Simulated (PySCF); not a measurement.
# UHF on Hg²⁺ (mercury, charge +2)

Configuration: [Xe] 4f14 5d10, closed-shell 1S. Calculation: PySCF 2.14, in ANO-RCC-VTZP (8s7p5d3f1g, 84 functions); the spin-free X2C one-electron Hamiltonian (Gaussian nucleus).

* Total energy: -19618.244720 hartree
* One-electron energy: -26836.2496 hartree
* Hartree (Coulomb) energy: 7590.4201 hartree
* Exchange energy: -372.4152 hartree
* ⟨S²⟩: 0.0000
* ⟨L²⟩: 0.000
* Sum of ⟨r⟩: 40.58 bohr
* Sum of ⟨r²⟩: 41.58 bohr²
* Langevin diamagnetic susceptibility: -32.9 ×10⁻⁶ cm³/mol

```json
{"shell": "1s", "electrons": "2", "mean orbital energy (hartree)": "-3070.89552", "rms radius, mean of both spins (bohr)": "0.0187"}
{"shell": "2s", "electrons": "2", "mean orbital energy (hartree)": "-550.47793", "rms radius, mean of both spins (bohr)": "0.0755"}
{"shell": "2p", "electrons": "6", "mean orbital energy (hartree)": "-476.89522", "rms radius, mean of both spins (bohr)": "0.0694"}
{"shell": "3s", "electrons": "2", "mean orbital energy (hartree)": "-133.73020", "rms radius, mean of both spins (bohr)": "0.193"}
{"shell": "3p", "electrons": "6", "mean orbital energy (hartree)": "-112.02688", "rms radius, mean of both spins (bohr)": "0.195"}
{"shell": "3d", "electrons": "10", "mean orbital energy (hartree)": "-88.08420", "rms radius, mean of both spins (bohr)": "0.179"}
{"shell": "4s", "electrons": "2", "mean orbital energy (hartree)": "-31.32583", "rms radius, mean of both spins (bohr)": "0.424"}
{"shell": "4p", "electrons": "6", "mean orbital energy (hartree)": "-24.05731", "rms radius, mean of both spins (bohr)": "0.452"}
{"shell": "4d", "electrons": "10", "mean orbital energy (hartree)": "-15.04835", "rms radius, mean of both spins (bohr)": "0.481"}
{"shell": "5s", "electrons": "2", "mean orbital energy (hartree)": "-5.78756", "rms radius, mean of both spins (bohr)": "0.972"}
{"shell": "4f", "electrons": "14", "mean orbital energy (hartree)": "-5.08408", "rms radius, mean of both spins (bohr)": "0.527"}
{"shell": "5p", "electrons": "6", "mean orbital energy (hartree)": "-3.74641", "rms radius, mean of both spins (bohr)": "1.11"}
{"shell": "5d", "electrons": "10", "mean orbital energy (hartree)": "-1.29483", "rms radius, mean of both spins (bohr)": "1.54"}
```

Spin-orbit coupling, which splits the p, d and f shells strongly at this Z, is absent.

Densities and radii are taken from the X2C orbitals without a picture-change correction, which distorts them close to the nucleus.
